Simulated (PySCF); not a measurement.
Species: `O=CC1=COC=CC1`. The columns A, B, C and D hold Mulliken, IAO, Hirshfeld and ESP-fitted charges (e) of one PBE0/pcSseg-1 density (PySCF), in a shuffled order. Coordinates in Å (GFN2-xTB); the density's dipole moment is (-2.78, -1.15, 0.26) D.

| atom | x | y | z | A | B | C | D |
| --- | --- | --- | --- | --- | --- | --- | --- |
| O1 | 2.866 | 0.700 | -0.485 | -0.452 | -0.415 | -0.237 | -0.370 |
| C2 | 2.099 | -0.215 | -0.672 | +0.358 | +0.241 | +0.103 | +0.339 |
| C3 | 0.700 | -0.216 | -0.287 | -0.176 | -0.117 | -0.039 | -0.536 |
| C4 | -0.078 | -1.280 | -0.539 | +0.003 | +0.088 | +0.056 | +0.353 |
| O5 | -1.378 | -1.390 | -0.230 | -0.185 | -0.273 | -0.079 | -0.416 |
| C6 | -1.950 | -0.308 | 0.399 | +0.042 | +0.023 | +0.017 | +0.194 |
| C7 | -1.306 | 0.805 | 0.709 | -0.397 | -0.196 | -0.061 | -0.256 |
| C8 | 0.148 | 1.011 | 0.401 | +0.351 | -0.265 | -0.071 | -0.007 |
| H9 | 2.431 | -1.147 | -1.172 | +0.011 | +0.090 | +0.035 | +0.051 |
| H10 | 0.293 | -2.170 | -1.031 | +0.150 | +0.170 | +0.065 | +0.112 |
| H11 | -2.992 | -0.492 | 0.605 | +0.143 | +0.172 | +0.062 | +0.116 |
| H12 | -1.832 | 1.606 | 1.203 | +0.163 | +0.167 | +0.058 | +0.109 |
| H13 | 0.287 | 1.888 | -0.241 | -0.004 | +0.158 | +0.045 | +0.156 |
| H14 | 0.713 | 1.207 | 1.319 | -0.005 | +0.158 | +0.045 | +0.156 |

Which column most likely holds the ESP-fitted charges?

A. Σ q r misses the density's dipole by 0.02 D (A), 0.29 D (B), 0.44 D (C), 1.04 D (D). Charges fitted to the outside potential are the only set here that is tied to the molecule's multipoles.

And the Hirshfeld charges?

C. The mean sizes are 0.070 e (C), 0.174 e (A), 0.181 e (B), 0.227 e (D), and Hirshfeld charges are commonly the smallest of these schemes.

As computed, A = ESP-fitted, B = IAO, C = Hirshfeld, D = Mulliken. Hydrogens on carbon: ESP-fitted -0.01 to +0.16, IAO +0.09 to +0.17, Hirshfeld +0.04 to +0.07, Mulliken +0.05 to +0.16 e.

The Hirshfeld scheme divides the density at each point in proportion to the densities of the neutral, spherically averaged free atoms. The ESP scheme fits charges at the nuclei, held to the total charge, to the electrostatic potential on points at 1.4 to 2.0 times the van der Waals radii.

Geometry: GFN2-xTB, one conformer, isolated molecule.

Conformer computed: `[O:1]=[CH:2][C:3]1=[CH:4][O:5][CH:6]=[CH:7][CH2:8]1`: O1–C2–C3–C4 180°.
